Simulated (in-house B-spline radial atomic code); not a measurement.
Configurations of the scandium ion Sc⁺, with energies counted from [Ar] 3d1 4s1. Method: non-relativistic wB97X, spin-polarised, spherical fractional occupations, exact exchange averaged over the configuration, point nucleus. Calculated with a B-spline radial code for spherical atoms. Shells without spins written out take the highest spin.

Occupations are held fixed; configurations that lie above the ionisation limit could autoionise.

```csv
configuration,E - E(ref) (eV),highest orbital,its <r> (bohr)
[Ar] 4s1 4p1,5.1787,4p up,3.672
[Ar] 3d1 5p1,7.8538,5p up,8.63
[Ar] 4s1 5p1,11.337,5p up,8.149
[Ar] 4s1 4f1,12.769,4f up,8.699
```

**Question.** Order these further configurations by energy, lowest first.
A. [Ar] 4s1 5d1
B. [Ne] 3s2 3p5 3d2 4s1
C. [Ar] 3d2
D. [Ar] 3d1 5s1
E. [Ar] 3d1 4f1

**Answer.** C (0.33497 eV), D (6.7062 eV), E (8.8906 eV), A (12.994 eV), B (29.107 eV).
